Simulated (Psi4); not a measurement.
silane (H4Si), singlet, geometry from GFN2-xTB; WB97M-V/aug-cc-pVDZ (Psi4 1.11).

The Psi4 input:
```
memory 2 GB

molecule mol {
0 1
Si   -0.000000    0.000000   -0.000000
H     0.856871    0.832074    0.840902
H    -0.856856   -0.827130    0.845780
H    -0.829613    0.854388   -0.845845
H     0.829598   -0.859332   -0.840837
}

set {
  basis aug-cc-pvdz
  reference rks
}

energy('wb97m-v')
print_variables()
```

What the program printed (banner, timings and long lists left out):

```
   => Loading Basis Set <=

    Name: AUG-CC-PVDZ
    Role: ORBITAL
    Keyword: BASIS

         ---------------------------------------------------------
                                   SCF
               by Justin Turney, Rob Parrish, Andy Simmonett
                          and Daniel G. A. Smith
                              RKS Reference
         ---------------------------------------------------------

  ==> Geometry <==

    Molecular point group: c1
    Full point group: C1

    Geometry (in Angstrom), charge = 0, multiplicity = 1:

       Center              X                  Y                   Z               Mass
    ------------   -----------------  -----------------  -----------------  -----------------
         SI           0.000000000000    -0.000000000000    -0.000000000000    27.976926534650
         H            0.856871000000     0.832074000000     0.840902000000     1.007825032230
         H           -0.856856000000    -0.827130000000     0.845780000000     1.007825032230
         H           -0.829613000000     0.854388000000    -0.845845000000     1.007825032230
         H            0.829598000000    -0.859332000000    -0.840837000000     1.007825032230

  Running in c1 symmetry.

  Rotational constants: A =      2.93976  B =      2.93976  C =      2.93975 [cm^-1]
  Rotational constants: A =  88131.66088  B =  88131.63893  C =  88131.62582 [MHz]
  Nuclear repulsion =   21.618335761704522

  Charge       = 0
  Multiplicity = 1
  Electrons    = 18
  Nalpha       = 9
  Nbeta        = 9

  ==> Algorithm <==

  SCF Algorithm Type is DF.
  DIIS enabled.
  MOM disabled.
  Fractional occupation disabled.
  Guess Type is SAD.
  Energy threshold   = 1.00e-06
  Density threshold  = 1.00e-06
  Integral threshold = 1.00e-12

  ==> Primary Basis <==

  Basis Set: AUG-CC-PVDZ
    Blend: AUG-CC-PVDZ
    Number of shells: 31
    Number of basis functions: 63
    Number of Cartesian functions: 65
    Spherical Harmonics?: true
    Max angular momentum: 2

  ==> DFT Potential <==

   => LibXC <=

    Version 7.1.2
    S. Lehtola, C. Steigemann, M. J. T. Oliveira, and M. A. L. Marques,  SoftwareX 7, 1–5 (2018) (10.1016/j.softx.2017.11.002)

   => Composite Functional: WB97M-V <=

    wB97M-V Hyb-GGA Exchange-Correlation Functional

    N. Mardirossian and M. Head-Gordon,  J. Chem. Phys. 144, 214110 (2016) (10.1063/1.4952647)

    Deriv               =              1
    GGA                 =           TRUE
    Meta                =           TRUE

    Exchange Hybrid     =           TRUE
    MP2 Hybrid          =          FALSE

   => Exchange-Correlation Functionals <=

    1.0000   wB97M-V exchange-correlation functional

   => Exact (HF) Exchange <=

    0.8500            HF,LR [omega = 0.3000]
    0.1500               HF

   => LibXC Density Thresholds  <==

    XC_HYB_MGGA_XC_WB97M_V:  1.00E-13

   => VV10 Non-Local Parameters <=

    VV10 B              =     6.0000E+00
    VV10 C              =     1.0000E-02

   => Molecular Quadrature <=

    Radial Scheme          =       TREUTLER
    Pruning Scheme         =           NONE
    Nuclear Scheme         =       TREUTLER

    Blocking Scheme        =         OCTREE
    BS radius alpha        =              1
    Pruning alpha          =              1
    Radial Points          =             75
    Spherical Points       =            302
    Total Points           =         110412
    Total Blocks           =            848
    Max Points             =            256
    Max Functions          =             63
    Weights Tolerance      =       1.00E-15

   => Loading Basis Set <=

    Name: (AUG-CC-PVDZ AUX)
    Role: JKFIT
    Keyword: DF_BASIS_SCF

  ==> Integral Setup <==

  SCF_SUBTYPE=INCORE selected. In-core MEM_DF algorithm will be used.
  Using in-core AOs.

  ==> MemDFJK: Density-Fitted J/K Matrices <==

    J tasked:                   Yes
    K tasked:                   Yes
    wK tasked:                  Yes
    Omega:                3.000E-01
    Algorithm:                 Core
    Schwarz Cutoff:           1E-12
    Mask sparsity (%):       0.0000
    Fitting Condition:        1E-10

   => Auxiliary Basis Set <=

  Basis Set: (AUG-CC-PVDZ AUX)
    Blend: AUG-CC-PVDZ-JKFIT
    Number of shells: 88
    Number of basis functions: 256
    Number of Cartesian functions: 290
    Spherical Harmonics?: true
    Max angular momentum: 3

  Minimum eigenvalue in the overlap matrix is 2.9349339797E-04.
  Reciprocal condition number of the overlap matrix is 3.7637312257E-05.
    Using symmetric orthogonalization.

  ==> Pre-Iterations <==

  SCF Guess: Superposition of Atomic Densities via on-the-fly atomic UHF (no occupation information).

   -------------------------
    Irrep   Nso     Nmo
   -------------------------
     A         63      63
   -------------------------
    Total      63      63
   -------------------------

  ==> Iterations <==

                           Total Energy        Delta E     RMS |[F,P]|

   @DF-RKS iter SAD:  -291.39085748536598   -2.91391e+02   0.00000e+00
   @DF-RKS iter   1:  -291.81005001448261   -4.19193e-01   2.29073e-03 DIIS/ADIIS
   @DF-RKS iter   2:  -291.82670377852753   -1.66538e-02   7.78137e-04 DIIS/ADIIS
   @DF-RKS iter   3:  -291.82832787468652   -1.62410e-03   1.35123e-04 DIIS/ADIIS
   @DF-RKS iter   4:  -291.82848916422563   -1.61290e-04   1.84870e-05 DIIS
   @DF-RKS iter   5:  -291.82849219044135   -3.02622e-06   2.24983e-06 DIIS
   @DF-RKS iter   6:  -291.82849221580733   -2.53660e-08   1.58456e-07 DIIS
  Energy and wave function converged.

  ==> Post-Iterations <==

   Electrons on quadrature grid:
      Ntotal   =   18.0000000193 ; deviation = 1.933e-08

    Orbital Energies [Eh]
    ---------------------

    Doubly Occupied:

       1A    -66.418027     2A     -5.446578     3A     -3.760080
       4A     -3.760080     5A     -3.760080     6A     -0.666930
       7A     -0.447030     8A     -0.447030     9A     -0.447029

    Virtual:

      10A      0.020104    11A      0.043691    12A      0.043693
      13A      0.043695    14A      0.071166    15A      0.071166
      16A      0.071167    17A      0.141094    18A      0.149170
      19A      0.149172    20A      0.149173    21A      0.162767
      22A      0.162770    23A      0.237849    24A      0.323013
      25A      0.323014    26A      0.323016    27A      0.332826
      28A      0.332829    29A      0.332832    30A      0.397839
      31A      0.397842    32A      0.397843    33A      0.432811
      34A      0.432813    35A      0.528951    36A      0.528955
      37A      0.528961    38A      0.543184    39A      0.569998
      40A      0.569998    41A      0.570000    42A      0.655286
      43A      0.754099    44A      0.754100    45A      0.867804
      46A      0.867804    47A      0.867806    48A      0.943519
      49A      1.185200    50A      1.185201    51A      1.185205
      52A      1.603666    53A      1.603694    54A      1.603700
      55A      1.811198    56A      1.811200    57A      1.811226
      58A      1.950266    59A      1.950283    60A      1.962061
      61A      2.092131    62A      2.092135    63A      2.092139

    Final Occupation by Irrep:
              A
    DOCC [     9 ]
    NA   [     9 ]
    NB   [     9 ]

  @DF-RKS Final Energy:  -291.82849221580733

   => Energetics <=

    Nuclear Repulsion Energy =             21.6183357617045218
    One-Electron Energy =                -446.1626447916815437
    Two-Electron Energy =                 149.3859317083815483
    DFT Exchange-Correlation Energy =     -16.7456298246292334
    Empirical Dispersion Energy =           0.0000000000000000
    VV10 Nonlocal Energy =                  0.0755149304173506
    Total Energy =                       -291.8284922158073869

Computation Completed

Properties will be evaluated at   0.000000,   0.000000,   0.000000 [a0]

Properties computed using the SCF density matrix

 Multipole Moments:

 ------------------------------------------------------------------------------------
     Multipole            Electronic (a.u.)      Nuclear  (a.u.)        Total (a.u.)
 ------------------------------------------------------------------------------------

 L = 1.  Multiply by 2.5417464519 to convert [e a0] to [Debye]
 Dipole X            :          0.0000087            0.0000000            0.0000087
 Dipole Y            :         -0.0000024            0.0000000           -0.0000024
 Dipole Z            :          0.0000040            0.0000000            0.0000040
 Magnitude           :                                                    0.0000098

 ------------------------------------------------------------------------------------

  Variable Map:
  ----------------------------------------------------------------------------
  "CURRENT ENERGY"              =>    -291.828492215807
  "CURRENT REFERENCE ENERGY"    =>    -291.828492215807
  "DD SOLVATION ENERGY"         =>       0.000000000000
  "DFT FUNCTIONAL TOTAL ENERGY" =>    -291.828492215807
  "DFT TOTAL ENERGY"            =>    -291.828492215807
  "DFT VV10 ENERGY"             =>       0.075514930417
  "DFT XC ENERGY"               =>     -16.745629824629
  "GRID ELECTRONS ALPHA"        =>       9.000000009666
  "GRID ELECTRONS BETA"         =>       9.000000009666
  "GRID ELECTRONS TOTAL"        =>      18.000000019331
  "NUCLEAR REPULSION ENERGY"    =>      21.618335761705
  "ONE-ELECTRON ENERGY"         =>    -446.162644791682
  "PCM POLARIZATION ENERGY"     =>       0.000000000000
  "PE ENERGY"                   =>       0.000000000000
  "SCF ITERATION ENERGY"        =>    -291.828492215807
  "SCF ITERATIONS"              =>       6.000000000000
  "SCF TOTAL ENERGY"            =>    -291.828492215807
  "TWO-ELECTRON ENERGY"         =>     149.385931708382
  "XC GRID RADIAL POINTS"       =>      75.000000000000
  "XC GRID SPHERICAL POINTS"    =>     302.000000000000
  "XC GRID TOTAL POINTS"        =>  110412.000000000000

  Array Variable Map:
  ----------------------------------------------------------------------------
  "CURRENT DIPOLE"              =>       0.000008676661 ... 0.000003993936 1 by 3
  "SCF DIPOLE"                  =>       0.000008676661 ... 0.000003993936 1 by 3
  "SCF TOTAL ENERGIES"          =>    -291.390857485366 ... -291.828492215807 1 by 7
```
